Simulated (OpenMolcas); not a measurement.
## Sn⁺: the spin-orbit constant, thermal populations, worked from levels

* Program: OpenMolcas
* Basis: ANO-RCC [10s9p8d5f3g]
* Scalar Hamiltonian: DKH2, point nucleus
* Active space: 1 electron in 9 orbitals (RAS2 5p; RAS3 5d 6s, at most 1 electron)
* State averaging: 2S+1 = 2 odd, 3 roots; 2S+1 = 2 even, 6 roots
* Spin-orbit coupling: RASSI with atomic mean-field integrals over the reference wave functions, term energies averaged over their components

Methods: RASSCF; SS-RASPT2, IPEA 0.25 Eh, imaginary shift 0.1 Eh (closed shells correlated: 4d 5s). Measured levels: NIST Handbook of Basic Atomic Spectroscopic Data.

**The spin-orbit constant.** For the Hund term ²P° of p1, E(J) = (A/2) J(J+1) + constant and ζ = 2S·A = A. From J = 1/2 to J = 3/2 the energy changes by 1.5 A.

```json
{"Source": "RASSCF", "E(3/2) - E(1/2)": "3739.2", "A": "2492.8", "ζ": "2493"}
{"Source": "SS-RASPT2", "E(3/2) - E(1/2)": "3739.2", "A": "2492.8", "ζ": "2493"}
{"Source": "measured", "E(3/2) - E(1/2)": "4251.5", "A": "2834.3", "ζ": "2834"}
```

All in cm-1. SS-RASPT2 is off by -12.0 % and RASSCF by -12.0 %. Both methods take the spin-orbit matrix elements from the reference wave functions, so the second can move ζ only through the term energies and any multistate remixing.

**Thermal populations.** Z = Σ (2J + 1) exp(-E/kT) with k = 0.695035 cm-1/K, over the levels below. No other level of either list lies under 46400 cm-1, which is above 7 kT at each temperature.

| Level | 2J + 1 | SS-RASPT2 | measured |
| --- | --- | --- | --- |
| 5s² 5p ²P°_1/2 | 2 | 0.0 | 0.0 |
| 5s² 5p ²P°_3/2 | 4 | 3740 | 4251 |

```json
{"T (K)": "3000", "Z, SS-RASPT2": "2.665", "Z, measured levels": "2.521", "Ground level (%), SS-RASPT2": "75.0", "Ground level (%), measured levels": "79.3"}
{"T (K)": "5000", "Z, SS-RASPT2": "3.364", "Z, measured levels": "3.177", "Ground level (%), SS-RASPT2": "59.5", "Ground level (%), measured levels": "63.0"}
{"T (K)": "8000", "Z, SS-RASPT2": "4.041", "Z, measured levels": "3.862", "Ground level (%), SS-RASPT2": "49.5", "Ground level (%), measured levels": "51.8"}
```

At 8000 K, kT = 5560 cm-1, and the computed levels give Z = 2.000 + 2.041 = 4.041.

With one active electron the reference holds no correlation, so core polarisation is missing (holds for RASSCF). With one active electron, CASPT2 adds the correlation within the correlated inactive shells and between them and that electron, and leaves the splitting within a term as the reference gives it (holds for SS-RASPT2). Computed and measured levels are paired by configuration, term and J; levels that our copy of the source lacks, or whose pairing is in doubt (as where it misses far off the trend of its configuration), stay unpaired and out of the deviations. Only configurations of the active space appear.

° marks odd parity.
